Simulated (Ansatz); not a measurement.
Consider the hydrogenolysis of the Al–F bond: `[F][AlH][O][SiH3]` + H₂ → `[AlH2][O][SiH3]` + H–F.

Calculated with Ansatz (gas phase, PBE0-D4/def2-TZVP geometries, no zero-point term in ΔE). CCSD(T)/CBS is the MP2 limit (def2-TZVPP, def2-QZVPP) plus CCSD(T) − MP2 in def2-TZVPP, frozen cores. This one scheme is used for every species. DFT in def2-TZVPP. One conformer a species, not always the lowest.

Problem. Is it downhill or uphill in electronic energy at CCSD(T)/CBS, and by how much? (Estimate.)

Solution. Computed: Uphill: ΔE = +172.7 kJ/mol.

Problem. What do these levels give: B97M-V, BHLYP, CCSD/def2-TZVPP, HF/def2-QZVPP, SCS-MP2/def2-QZVPP, HF/CBS(def2)? (An estimate is asked.)

Solution. Ansatz gave: B97M-V 166.6, BHLYP 172.5, CCSD/def2-TZVPP 169.4, HF/def2-QZVPP 168.1, SCS-MP2/def2-QZVPP 177.0, HF/CBS(def2) 168.4 kJ/mol.

Largest T1 diagnostic among the species: 0.012.

Leaving LDA and LC-ωPBE aside and taking each functional with its dispersion term where it has one, the values, not all of them listed here, spread over 16.0 kJ/mol, from HSE06-D4 to r2SCAN-D4. In def2-TZVPP, CCSD(T) changes the Hartree–Fock value by +5.2 kJ/mol (the triples alone add +1.7 kJ/mol) and MP2 by +11.5 kJ/mol.
